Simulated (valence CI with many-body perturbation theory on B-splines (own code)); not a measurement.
Sm³⁹⁺: magnetic and hyperfine properties of the levels

Computed by valence CI with perturbative core correlation (CI+MBPT): five valence electrons over a frozen Dirac-Fock core [Ar], radial functions for each j: 7 s, 7 p, 8 d, 6 f, 4 g, 1 h, with the one-electron correlation potential Σ1, the two-electron term Σ2, the three-electron term Σ3, Breit, model QED; selected CI, second order for the rest (own B-spline code, finite nucleus).

No measured spectrum was set against this ion. As an estimate, large intervals hold to a few tenths of a per cent, small ones and those within an open d or f shell to about a per cent. Only levels of the ground parity were solved; by the run's estimate the other parity begins above the list, which can be wrong where configurations are misplaced.

A/g_I is the dipole constant over the nuclear g factor μ/I (μ in nuclear magnetons, uniformly magnetised nucleus), B/Q the quadrupole constant per barn. Both hold the static response of the core; the bare values leave it out. Large factors of s and p1/2 electrons are usually good to 5 to 10 %; those of open d and f shells near neutrality can be off by tens of per cent, and small factors of p3/2, d and f electrons come from cancelling terms and can be off by a factor of two or in sign, in half-filled shells by more. B is blank for J = 1/2, where it vanishes, and for nearly pure S terms. Energies count from the lowest level.

Levels are named by their leading jj configuration (3d3/2^4 stands for four electrons in 3d with j = 3/2), which in mixed levels can hold well under half, so a name can repeat and another be missing. Letters in brackets count levels of one name in rising energy.

```tsv
Level	E (eV)	g	A/g_I (MHz)	A/g_I bare	B/Q (MHz/b)	B/Q bare
(3d3/2^4 3d5/2) J=5/2	0.00	1.440	15100	16000	26500	26800
(3d3/2^3 3d5/2^2) J=5/2 [a]	21.07	1.306	12400	13000	17000	17300
(3d3/2^3 3d5/2^2) J=7/2 [a]	30.84	1.150	23000	23300	35800	36400
(3d3/2^3 3d5/2^2) J=3/2 [a]	31.85	1.221	27200	27600	30200	30700
(3d3/2^3 3d5/2^2) J=11/2	32.16	1.125	28500	28800	104	53.2
(3d3/2^3 3d5/2^2) J=9/2	35.69	1.143	25600	26000	35800	36300
(3d3/2^3 3d5/2^2) J=5/2 [b]	37.63	1.145	26000	26400	3210	3280
(3d3/2^3 3d5/2^2) J=1/2	39.12	1.857	-13800	-12200		
(3d3/2^3 3d5/2^2) J=7/2 [b]	42.22	1.100	30500	30800	-35000	-35500
(3d3/2^2 3d5/2^3) J=5/2 [a]	51.58	1.241	12900	13400	1990	2020
(3d3/2^3 3d5/2^2) J=3/2 [b]	52.00	0.794	49100	48800	-33000	-33500
(3d3/2^2 3d5/2^3) J=7/2 [a]	57.18	1.212	19700	20100	-4790	-4870
(3d3/2^2 3d5/2^3) J=11/2	57.97	1.076	28600	28800	1250	1280
(3d3/2^2 3d5/2^3) J=9/2 [a]	59.68	1.142	24600	24900	-5860	-5960
(3d3/2^2 3d5/2^3) J=1/2 [a]	61.93	0.549	70900	70100		
(3d3/2^2 3d5/2^3) J=13/2	62.12	1.070	30400	30600	-58.6	-53.6
(3d3/2^2 3d5/2^3) J=3/2 [a]	63.12	1.184	24000	24400	2420	2450
(3d3/2^2 3d5/2^3) J=5/2 [b]	64.67	1.018	32700	32800	-6410	-6490
(3d3/2^2 3d5/2^3) J=9/2 [b]	68.90	1.101	27800	28100	1760	1790
(3d3/2^2 3d5/2^3) J=7/2 [b]	70.85	0.985	36900	37000	-1280	-1310
(3d3/2^2 3d5/2^3) J=5/2 [c]	72.11	1.039	31600	31700	7310	7400
(3d3/2^2 3d5/2^3) J=3/2 [b]	74.02	0.819	46100	45900	3620	3690
(3d3/2^2 3d5/2^3) J=7/2 [c]	77.16	1.044	33400	33500	3730	3780
(3d3/2^2 3d5/2^3) J=1/2 [b]	77.47	1.818	-13700	-12200		
(3d3/2^2 3d5/2^3) J=9/2 [c]	83.68	1.105	27600	27800	22600	22900
(3d3/2 3d5/2^4) J=5/2 [a]	86.43	1.234	14800	15300	-19800	-20000
(3d3/2 3d5/2^4) J=7/2 [a]	93.38	1.187	21600	22000	-47200	-47900
(3d3/2 3d5/2^4) J=11/2	94.97	1.064	29600	29800	-1460	-1420
(3d3/2 3d5/2^4) J=3/2 [a]	95.80	0.995	28000	28000	-26200	-26600
(3d3/2^2 3d5/2^3) J=5/2 [d]	96.80	1.132	23100	23400	20900	21200
(3d3/2^2 3d5/2^3) J=3/2 [c]	97.47	1.120	28000	28300	-25300	-25700
(3d3/2 3d5/2^4) J=9/2	101.60	1.109	26400	26600	-54200	-55100
(3d3/2 3d5/2^4) J=5/2 [b]	105.20	1.113	25800	26100	2130	2170
(3d3/2 3d5/2^4) J=7/2 [b]	107.45	0.985	33700	33800	48600	49400
(3d3/2 3d5/2^4) J=1/2	115.47	1.083	-2730	-2460		
(3d3/2 3d5/2^4) J=3/2 [b]	126.68	0.881	47600	47500	48300	49100
(3d5/2^5) J=5/2	130.96	1.149	21300	21600	-52900	-53700
```

(1) Take the isotope of mass number 149, with I = 7/2, μ = -0.6677 μN and Q = 0.075 b. What is the hyperfine structure of (3d3/2^3 3d5/2^2) J=5/2 [b]?

Answers

(1) From the table A = -4970 MHz, B = 241 MHz. Shifts from the centre of gravity in MHz: F = 1: 56000, F = 2: 46000, F = 3: 31000, F = 4: 11100, F = 5: -13700, F = 6: -43400.
